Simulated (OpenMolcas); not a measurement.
## Ir3+: moving or changing the point charges

Ir3+ among 4 point charges of -2 e arranged as a tetrahedron (Td), 2.16 Å from the ion.

```yaml
Program: OpenMolcas 26.06
Method: CASSCF
Basis: ANO-RCC-VDZP [7s6p4d2f]
Scalar_Hamiltonian: DKH2, point nucleus
Active_space: 6 electrons in 5 orbitals (5d)
State_averaging: 2S+1 = 5 even, 5 roots; 2S+1 = 3 even, 45 roots; 2S+1 = 1 even, 50 roots
Spin-orbit_coupling: state interaction with AMFI integrals over the reference wave functions
```

Runs around this geometry, states (labels of Td). Energies in cm-1 above the lowest state or level, χT in cm3 K/mol.

```tsv
R (Å)	q (e)	Ground state	First state of that spin	First gap with spin-orbit (degeneracies)	χT at 300 K	First state of another spin
2.16	-1	5E	5T2 1824	110.3 (1, 3)	5.098	3T1 17189
2.06	-2	5E	5T2 3586	226.4 (1, 3)	4.601	3T1 15933
2.16	-2	5E	5T2 3035	191.4 (1, 3)	4.762	3T1 16387
2.31	-2	5E	5T2 2358	147.3 (1, 3)	4.953	3T1 16866
```

Taking the first state of the same spin as R^-n, n = -ln(2358 / 3586) / ln(2.31 / 2.06) = 3.7 between the shortest and longest distance.

Scaling the charges by -1 / -2 = 0.50 scales the first state of the same spin by 1824 / 3035 = 0.60; with fixed orbitals a first-order splitting would follow the charge.

An orbital doublet at a regular site is open to a Jahn-Teller distortion, which this geometry leaves out. Without dynamic correlation the repulsion within the d shell is too large (B by tens of per cent), so at a given field states of lower spin stand too high. Point charges give a weaker field than real ligands, and real ions of this kind are as a rule low spin; the high spin found here belongs to the model. The ground term spreads over less than 5000 cm-1, several times less than with real ligands, so orbital moments are less quenched and χT lies further from the spin-only value than at real sites. Spin-orbit coupling mixes the spin-free states strongly: the lowest level takes only 59 % from its leading state, 5E (figures for R = 2.16, q = -1; the like holds for R = 2.06, q = -2, R = 2.16, q = -2, R = 2.31, q = -2). Point charges carry no covalency, so the field is a model and not that of real ligands. No measured value stands beside these numbers.
